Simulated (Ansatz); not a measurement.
selenium dioxide (SMILES O=[Se]=O) moved off its minimum; all values from Ansatz (an electronic-structure program), cores frozen in correlated methods.
(charge 0, multiplicity 1)
```xyz
3

O     -1.2886    -0.7484     0.0147
Se     0.0077     0.3133     0.0194
O      1.4861    -0.3909    -0.0003
```

Forces at wB97M-V/def2-TZVPP (eV/Å):

| atom | Fx | Fy | Fz |
|---|---|---|---|
| O1 | 2.869 | 2.127 | 0.007 |
| Se2 | -0.808 | -2.914 | -0.032 |
| O3 | -2.061 | 0.787 | 0.025 |

### Question
Give the forces (eV/Å), the total energy and the dipole at CCSD(T)/aug-cc-pVTZ.

### Answer

| atom | Fx | Fy | Fz |
|---|---|---|---|
| O1 | 1.781 | 1.346 | 0.005 |
| Se2 | -0.934 | -1.651 | -0.015 |
| O3 | -0.848 | 0.305 | 0.010 |
Energy -2550.2687 hartree, dipole 2.69 D.

Doubts at one or more of the structures used: a restricted determinant that unrestricted orbitals would lower (CCSD(T)/aug-cc-pVTZ).
